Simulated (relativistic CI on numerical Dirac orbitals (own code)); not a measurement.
**Ligand-field terms of d4**

Computed with a parametric ligand-field model of a d^n configuration (Racah B and C, spin-orbit zeta, crystal field), exact diagonalisation.

Field parameters in Wybourne normalisation: Oh B⁴₀ = 21Dq, B⁴₄ = √(5/14) B⁴₀. The field is a parameter set, without covalency.

Q: Ground term and bands for B = 840, C = 3160, ζ = 0 cm⁻¹, Oh, 10Dq = 7800 cm⁻¹?

A: Ground term 5E with 1.00 electrons in the two orbitals of the cubic e set. Spin-allowed: 5T2 7800 cm⁻¹ (1282 nm). Lowest spin-forbidden: 3T1 10845 cm⁻¹ (922 nm), 3E 16658 cm⁻¹ (600 nm), 3T1 17562 cm⁻¹ (569 nm).

Q: Ground term and bands for B = 510, C = 1790, ζ = 0 cm⁻¹, Oh, 10Dq = 26750 cm⁻¹?

A: Ground term 3T1 with 0.01 electrons in the two orbitals of the cubic e set. Spin-allowed: 3E 24956 cm⁻¹ (401 nm), 3T1 25367 cm⁻¹ (394 nm), 3T2 25939 cm⁻¹ (386 nm), 3A1 26933 cm⁻¹ (371 nm). Lowest spin-forbidden: 1T2 5735 cm⁻¹ (1744 nm), 1E 6402 cm⁻¹ (1562 nm), 1A1 13321 cm⁻¹ (751 nm).

Q: Ground term and bands for B = 760, C = 3650, ζ = 0 cm⁻¹, Oh, 10Dq = 28850 cm⁻¹?

A: Ground term 3T1 with 0.03 electrons in the two orbitals of the cubic e set. Spin-allowed: 3E 25579 cm⁻¹ (391 nm), 3T1 26530 cm⁻¹ (377 nm), 3T2 27423 cm⁻¹ (365 nm), 3A1 28553 cm⁻¹ (350 nm). Lowest spin-forbidden: 5E 7113 cm⁻¹ (1406 nm), 1T2 10294 cm⁻¹ (971 nm), 1E 11307 cm⁻¹ (884 nm).

Q: Ground term and bands for B = 690, C = 3500, ζ = 0 cm⁻¹, Oh, 10Dq = 19500 cm⁻¹?

A: Ground term 5E with 1.00 electrons in the two orbitals of the cubic e set. Spin-allowed: 5T2 19500 cm⁻¹ (513 nm). Lowest spin-forbidden: 3T1 885 cm⁻¹, 1T2 10406 cm⁻¹ (961 nm), 1E 11314 cm⁻¹ (884 nm).

Q: Ground term and bands for B = 740, C = 3130, ζ = 0 cm⁻¹, Oh, 10Dq = 38200 cm⁻¹?

A: Ground term 3T1 with 0.02 electrons in the two orbitals of the cubic e set. Spin-allowed: 3E 35166 cm⁻¹ (284 nm), 3T1 35947 cm⁻¹ (278 nm), 3T2 36820 cm⁻¹ (272 nm), 3A1 38036 cm⁻¹ (263 nm). Lowest spin-forbidden: 1T2 9397 cm⁻¹ (1064 nm), 1E 10335 cm⁻¹ (968 nm), 5E 18856 cm⁻¹ (530 nm).
